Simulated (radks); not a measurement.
Task: Cr3+, 21 electrons, occupied as [Ar] 3d3 (the NIST ground configuration). Calculated with a radial shooting solver on a logarithmic mesh with Libxc functionals: Dirac Kohn-Sham, PW91, spin-unpolarised, spherical densities, point nucleus; open shells fill j = l - 1/2 first.

Spin-orbit splittings of the eigenvalues, e(l+1/2) - e(l-1/2), with zeta = 2 splitting/(2l+1) and mean radii in bohr:

| shell | occ. | splitting (eV) | zeta (eV) | <r> j=l-1/2 | <r> j=l+1/2 |
|---|---|---|---|---|---|
| 2p | 6 | 8.651 | 5.767 | 0.2579 | 0.2608 |
| 3p | 6 | ? | ? | 0.9326 | 0.9406 |
| 3d | 3 | 0.1105 | 0.04420 | 1.106 | 1.109 |

Estimate the 3p splitting.

Result: 1.073 eV (zeta = 0.7155 eV).
